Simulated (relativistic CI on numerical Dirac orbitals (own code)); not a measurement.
**Radial parameters of Re³⁰⁺**

Method of calculation: Dirac-Coulomb-Breit CI, KLI orbitals optimised for each configuration, a model potential for QED, unscaled Slater integrals (own radial code, finite nucleus).

Slater integrals F^k, G^k are unscaled and averaged over j, outside the closed core [Ar] 3d10; ζ comes from projecting the Hamiltonian with its Breit term on Σ l·s of the shell.

- 4s²4p⁶4d⁹: ζ(4d) = 57005 cm⁻¹; <r>(4d) = 0.4359, <r^2>(4d) = 0.2173 (bohr units).
- 4s²4p⁵4d¹⁰: ζ(4p) = 474280 cm⁻¹; <r>(4p) = 0.429, <r^2>(4p) = 0.2084 (bohr units).
- 4s²4p⁶4d⁸4f: F^2(4d,4d) = 230710, F^4(4d,4d) = 156750, ζ(4d) = 56963, F^2(4d,4f) = 230750, F^4(4d,4f) = 150420, G^1(4d,4f) = 243140, G^3(4d,4f) = 165930, G^5(4d,4f) = 121410, ζ(4f) = 9677.1 cm⁻¹; <r>(4d) = 0.4361, <r^2>(4d) = 0.2175, <r>(4f) = 0.4165, <r^2>(4f) = 0.1979 (bohr units).

**Question.** Give the Racah parameters of the d shell in 4s²4p⁶4d⁸4f.

**Answer.** B = F²/49 − 5F⁴/441 = 2931 cm⁻¹ and C = 35F⁴/441 = 12441 cm⁻¹.

Averages of the first 10 configurations, taken without configuration mixing, which lowers the lowest level and can move excited configurations by several eV; other configurations of the list can lie among them:

```csv
Configuration,Parity,States,Average energy above the lowest level (eV)
4s²4p⁶4d⁹,even,10,8.8
4s²4p⁵4d¹⁰,odd,6,231.9
4s²4p⁶4d⁸4f,odd,630,222.7
4s4p⁶4d¹⁰,even,2,401.0
4s²4p⁵4d⁹4f,even,840,443.4
4s4p⁶4d⁹4f,odd,280,612.9
4s²4p⁶4d⁸5s,even,90,403.5
4s²4p⁶4d⁷4f5s,odd,3360,617.5
4s²4p⁶4d⁸5p,odd,270,471.4
4s²4p⁶4d⁸5d,even,450,560.7
```
